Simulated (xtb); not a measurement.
C₃H₂, SMILES [C]([C])[CH2] (connectivity only; charge and spin as stated), neutral, multiplicity 1. All values are semi-empirical tight-binding results from xtb (GFN2-xTB unless named), good for trends rather than for accurate numbers. Geometry: GFN2-xTB.

Optimised geometry:

```xyz
5

C     -1.1179    -0.0086     0.0000
C      0.2052     0.0518     0.0000
H     -1.6841    -0.0413     0.9214
H     -1.6841    -0.0413    -0.9214
C      1.4740    -0.0295     0.0000
```

The geometry has at least one imaginary mode, so it is a saddle point at that level.

Computed properties:
| Quantity | Value |
|---|---|
| point group as xtb finds it | Cs |
| orbital gap | 1.34 eV |
| dipole moment | 3.98 D |
| static polarisability (D4 model) | 32.9 bohr³ |
| solvation energy, GFN2-xTB/ALPB(water) | -3.2 kcal/mol |
| solvation energy, GFN2-xTB/ALPB(dmf) | -4.9 kcal/mol |

Q: Give the IR lines (harmonic; lines under 4 % of the strongest left out, lines within 3 cm⁻¹ merged). (An estimate is asked for; the answer gives what the named calculation found.)

A: ν (cm⁻¹): 903 (m), 1188 (w), 1401 (w), 1998 (vs), 3038 (w), 3053 (m) (against the strongest line: vs over 80 %, s over 45 %, m over 15 %, w over 4 %, vw less). 1 imaginary mode(s) remain.

Computed atomic charges and the Wiberg bond orders between heavy atoms:
charges (e) C1 -0.01, C2 0.02, H3 0.08, H4 0.08, C5 -0.17. Bond orders C1–C2 1.76, C2–C5 2.19.
